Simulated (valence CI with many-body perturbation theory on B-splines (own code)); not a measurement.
Bi⁷⁸⁺: key properties

Method: valence CI with perturbative core correlation (CI+MBPT): three valence electrons over a frozen Dirac-Fock core [He], a basis of 11 s, 11 p, 9 d, 7 f, 5 g, 2 h, 1 i functions for each j, with the one-electron correlation potential Σ1, the two-electron term Σ2, the three-electron term Σ3, Breit, model QED; selected CI, second order for the rest (own B-spline code, finite nucleus).

The last digits are not significant, and no measured levels were compared; by estimate large intervals hold to a few tenths of a per cent, small ones and those within an open d or f shell to about a per cent.

Levels are named by their leading jj configuration (3d3/2^4 stands for four electrons in 3d with j = 3/2), which in mixed levels can hold well under half, so a name can repeat and another be missing.

Rates and lifetimes use the calculated energies. Strong lines usually hold to 10 to 20 %, long lifetimes can be off by a factor of two.

**Question.** What is the ground level?

**Answer.** (2s^2 2p1/2) J=1/2, composition 100 % 2s²2p ²P°, g = 0.600.

**Question.** What is the ionisation energy?

**Answer.** 24633 eV; NIST lists 24640 ± 120 eV (theoretical).

**Question.** Among levels below 18241 eV, which E1 lines absorb most strongly from the ground level?

**Answer.** to (2s^2 3d3/2) J=3/2 at 0.08330 nm, f = 0.531; to (2s 2p1/2 2p3/2) J=3/2 at 0.4335 nm, f = 0.213; to (2s 2p1/2 3p1/2) J=3/2 at 0.08658 nm, f = 0.191.

**Question.** Where does the other parity begin?

**Answer.** At (2s 2p1/2^2) J=1/2, 334 eV.

**Question.** How well does LS coupling describe the low levels?

**Answer.** Among the lowest 20 levels the leading LS term, summed over configurations, holds 76 % on average. For single configurations the figures are 75 % in LS and 99 % in jj coupling. Terms mix most in the J = 1/2 level at 334 eV, where the leading one holds 48 %.

**Question.** Name the longest-lived excited levels whose lifetime is computed, and their main decay.

**Answer.** (2s 2p1/2 2p3/2) J=5/2 at 2771 eV lives 81.1 ps, mostly by E1 to (2s^2 2p3/2) J=3/2; (2s 2p1/2^2) J=1/2 at 334 eV lives 28.2 ps, mostly by E1 to (2s^2 2p1/2) J=1/2; (2s^2 2p3/2) J=3/2 at 2492 eV lives 4.62 ps, mostly by E1 to (2s 2p1/2^2) J=1/2.

**Question.** What are the static dipole polarisabilities of the lowest levels?

**Answer.** (2s^2 2p1/2) J=1/2 8.38e-05 bohr³, of which the core gives 1.24e-07.
